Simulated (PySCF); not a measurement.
**MnCl2, sextet: computed properties**

All numbers come from UPBE/[Mn def2-TZVP, Cl def2-TZVP], no relativity, density fitting, PySCF.

The structure is a minimum.

| Quantity | Value |
| --- | --- |
| Point group | D∞h |
| Bond lengths | Mn–Cl 2.168 Å (×2) |
| Bond angles | Cl–Mn–Cl 180.0° |
| Atomisation energy without zero-point energy | 840 kJ/mol |
| Zero-point energy | 5.7 kJ/mol |
| Rotational symmetry number | 2 |
| Dipole moment | 0.00 D |
| Entropy at 298.15 K and 1 bar (electronic part: spin only) | 298.6 J/(mol K) |
| Rotational constants | 0.05129 cm⁻¹ |
| Heat capacity Cp at 298.15 K | 57.7 J/(mol K) |
| Enthalpy at 298.15 K above 0 K | 14.47 kJ/mol |
| Principal polarisabilities | 35.0, 35.0, 85.5 bohr³ |
| Spin squared ⟨S²⟩ | 8.763 |
| Principal quadrupole moments (Buckingham, traceless) about the centre of mass | -11.84, 5.92, 5.92 D Å |
| Highest occupied level (α) | -6.86 eV |
| Lowest empty level (β) | -4.45 eV |

Harmonic modes (masses in u: Mn 54.938, Cl 34.969):
```
symmetry  ω (cm⁻¹)  IR (km/mol, summed over degenerate members)  μ (u)     type
      πu        69                                         31.1  43.91     bend
     σg+       335                                          0.0  34.97  stretch
     σu+       479                                          146  43.91  stretch
```

In D∞h the vibrations span πu + σg+ + σu+. The σg+ mode carries no infrared intensity, as symmetry demands. With a centre of inversion only u modes can be infrared active and only g modes Raman active.

Charges (e):
```
 atom  Mulliken  Löwdin  polar tensor  spin (Mulliken)  Mayer order to Mn1
  Mn1      0.72   -0.01          1.18             4.81                   –
Cl2,3     -0.36    0.00         -0.59             0.09                1.08
```

Mulliken populations on Mn1: s 6.53, p 12.32, d 5.43, f 0.00.

Formally Mn is in oxidation state +2, d5, with 5 unpaired electrons (the high-spin count). The Mulliken spin on Mn is 4.81. The polar-tensor charge on Mn, 1.18, is far below the formal one.

Only a few start shapes were tried, so a lower isomer may exist. Other spin states or occupations of the open shell can lie lower.

The final relaxation and frequency run took 34 s on 2 threads of a shared Intel Xeon 6975P-C (Granite Rapids) host, with 119 basis functions and 5 gradients; the process peaked at 0.92 GiB.
